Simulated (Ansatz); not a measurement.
H4Si2 (SMILES [SiH][SiH3]) moved off its minimum; all values from Ansatz (a program for electronic structure), cores frozen in correlated methods.
(charge 0, multiplicity 1)
```xyz
6

Si     0.00150     1.00598     0.84989
H     -0.44661     1.79720    -0.40378
Si     0.01878    -0.86268    -0.60749
H      0.94720    -0.70570    -1.73803
H     -1.26598    -1.10723    -1.17974
H      0.32573    -2.19680     0.09273
```

Forces at wB97M-V/def2-TZVPP (eV/Å):

```
atom      Fx      Fy      Fz
----  ------  ------  ------
Si1   -0.149   0.280  -0.443
H2     0.124  -0.106   0.390
Si3    0.869  -1.092   0.937
H4     0.235   0.100  -0.082
H5    -1.107   0.041  -0.435
H6     0.027   0.777  -0.367
```

Give the forces (eV/Å), the total energy and the dipole at CCSD(T)/aug-cc-pV(T+d)Z.


```
atom      Fx      Fy      Fz
----  ------  ------  ------
Si1   -0.137   0.338  -0.353
H2     0.100  -0.025   0.360
Si3    0.885  -1.187   0.923
H4     0.301   0.125  -0.144
H5    -1.197   0.041  -0.463
H6     0.048   0.708  -0.323
```
Energy -580.4350 hartree, dipole 0.53 D.

Doubts at one or more of the structures used: a restricted determinant that unrestricted orbitals would lower (CCSD(T)/aug-cc-pV(T+d)Z).
